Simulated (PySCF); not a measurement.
**[Dy(SH)2]+ at several levels of theory**

Computed with PySCF 2.14.0 (density fitting, no spin-orbit coupling) at the geometry relaxed with BP86:

```xyz
5
[Dy(SH)2]+ (singlet in the valence; each metal's 4f electrons, 9 of them, lie in its core potential, out of spins and levels)
Dy   -0.6983   -1.3058    0.3707
S    -0.0500    0.4668    2.0003
H     0.5094    1.3454    1.1132
S    -0.0500   -0.6537   -1.9472
H     0.5094    0.5599   -1.6540
```

```
level                                                 basis    state  HOMO (eV)  gap (eV)  charge on Dy1 (e)  population of f-type functions on Dy1 (polarisation alone where 4f lies in the core)  dipole about the centre of mass (D)  largest force component (eV/Å)
 BP86     Dy lcecp-1-SVP with ECP55, S def2-SVP, H def2-SVP  singlet     -11.20      2.99               1.00                                                                                  0.02                                 3.10                            0.00
M06-L                                              the same  singlet     -11.22      3.81               1.26                                                                                  0.02                                 3.87                            0.38
 BP86  Dy lcecp-1-TZVP with ECP55, S def2-TZVP, H def2-TZVP  singlet     -11.13      2.99               1.32                                                                                  0.02                                 3.44                            0.20
```

In the lcecp rows the 4f levels are missing from HOMO and gap, and the state counts the valence alone.

Charges are Mulliken's, which hang on the basis. The relaxation used the grid (50, 194), these runs (75, 302) or, all-electron (x2c bases, spin-free X2C Hamiltonian), (99, 590).

(1) A further run in the first row's basis gives HOMO (eV) -11.34, gap (eV) 3.51, charge on Dy1 (e) 1.13, population of f-type functions on Dy1 (polarisation alone where 4f lies in the core) 0.03, dipole about the centre of mass (D) 3.56, largest force component (eV/Å) 0.26. Which level was it?
A. HF
B. B3LYP
C. r2SCAN

An lcecp potential fixes the number of 4f electrons, so in runs with it no electron can move into or out of that shell.

## Answers

(1) C. The others give HOMO -11.91 eV (B3LYP); -14.59 eV (HF).
